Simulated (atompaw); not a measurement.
Reading a pseudo-wave (Os)

Columns: radius, all-electron u(r) and pseudo u(r) of the 5p shell (level -50.84 eV) of osmium in the configuration [Kr] 4d10 4f14 5s2 5p6 5d6 6s2 6p0; PBE, scalar-relativistic, PAW (atompaw) scheme, atompaw 4.2.0.5.

```json
{"r (bohr)": "0.094", "all-electron": "0.1714", "pseudo": "0.0245"}
{"r (bohr)": "0.188", "all-electron": "0.2241", "pseudo": "0.0957"}
{"r (bohr)": "0.283", "all-electron": "-0.3829", "pseudo": "0.2081"}
{"r (bohr)": "0.377", "all-electron": "-0.5657", "pseudo": "0.3488"}
{"r (bohr)": "0.471", "all-electron": "-0.3261", "pseudo": "0.5057"}
{"r (bohr)": "0.565", "all-electron": "0.0767", "pseudo": "0.6642"}
{"r (bohr)": "0.660", "all-electron": "0.4687", "pseudo": "0.8118"}
{"r (bohr)": "0.754", "all-electron": "0.7659", "pseudo": "0.9331"}
{"r (bohr)": "0.848", "all-electron": "0.9578", "pseudo": "1.0206"}
{"r (bohr)": "0.942", "all-electron": "1.0565", "pseudo": "1.0690"}
{"r (bohr)": "1.037", "all-electron": "1.0826", "pseudo": "1.0779"}
{"r (bohr)": "1.131", "all-electron": "1.0568", "pseudo": "1.0506"}
{"r (bohr)": "1.225", "all-electron": "0.9977", "pseudo": "0.9944"}
{"r (bohr)": "1.319", "all-electron": "0.9194", "pseudo": "0.9184"}
{"r (bohr)": "1.413", "all-electron": "0.8319", "pseudo": "0.8318"}
{"r (bohr)": "1.508", "all-electron": "0.7415", "pseudo": "0.7415"}
{"r (bohr)": "1.602", "all-electron": "0.6546", "pseudo": "0.6546"}
{"r (bohr)": "1.696", "all-electron": "0.5729", "pseudo": "0.5729"}
{"r (bohr)": "1.790", "all-electron": "0.4980", "pseudo": "0.4980"}
{"r (bohr)": "1.885", "all-electron": "0.4299", "pseudo": "0.4299"}
{"r (bohr)": "1.979", "all-electron": "0.3699", "pseudo": "0.3699"}
{"r (bohr)": "2.073", "all-electron": "0.3172", "pseudo": "0.3172"}
{"r (bohr)": "2.167", "all-electron": "0.2711", "pseudo": "0.2711"}
{"r (bohr)": "2.262", "all-electron": "0.2307", "pseudo": "0.2307"}
{"r (bohr)": "2.356", "all-electron": "0.1963", "pseudo": "0.1963"}
{"r (bohr)": "2.450", "all-electron": "0.1666", "pseudo": "0.1666"}
```

Problem. How many radial nodes do the two functions have?

Solution. The all-electron 5p function has n − l − 1 = 3 (the table is too coarse to show those close to the nucleus); the pseudo-wave has 0, since the states of the same l below it are removed with the core.

Problem. At about which radius was the pseudo-wave matched?

Solution. 1.55 bohr. The columns agree to 0.0005 from 1.41 bohr on; several derivatives are matched, so the curves merge somewhat inside the radius.

Problem. Is the pseudo-wave norm-conserving?

Solution. No, it belongs to a PAW set: the norm inside the radius is not constrained, and the difference is carried by the augmentation charge.
